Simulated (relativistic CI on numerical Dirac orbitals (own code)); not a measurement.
**d1 to d9 in one octahedral field**

Computed with a parametric ligand-field model without spin-orbit coupling, by exact diagonalisation: B = 860, C = 4110, 10Dq = 27600 cm⁻¹ (Oh; |10Dq|/B = 32.1) for every shell. Energies in cm⁻¹; the field energy is (0.6 n_e − 0.4 n_t2) × 10Dq of the ground term; g labels are left out.

```tsv
Shell	Ground term	Electrons in e	Field energy	First spin-allowed bands	Lowest term of other spin
d1	2T2	0.000	-11040	2E 27600	
d2	3T1	0.020	-21527	3T2 25758, 3T1 36816	1T2 13790
d3	4A2	0.000	-33120	4T2 27600, 4T1 36659	2E 18850
d4	3T1	0.034	-43222	3E 24046, 3T1 25127	5E 3251
d5	?	?	?	?	?
d6	1A1	0.047	-64948	1T1 24955, 1T2 36163	3T1 16189
d7	2E	1.034	-48744	2T1 24740, 2T2 25676	4T1 8354
d8	3A2	2.000	-33120	3T2 27600, 3T1 36659	1E 14942
d9	2E	3.000	-16560	2T2 27600
```

(1) Fill in the row of d5.

Results:

(1) Ground term: 2T2; Electrons in e: 0.060; Field energy: -53550; First spin-allowed bands: 2A2 23034, 2T1 23314; Lowest term of other spin: 6A1 3862. Low spin: d4, d5, d6, d7; the other shells keep the spin of the free ion. Only d4 to d7 can choose; the field needed to pair spins is smallest for d6 and largest for d5, which loses most exchange energy. In the strong-field picture 10Dq must exceed about 6B + 5C = 25710 (d4), 7.5B + 5C = 27000 (d5), 2.5B + 4C = 18590 (d6) and 4B + 4C = 19880 (d7); mixing of terms shifts these bounds somewhat.
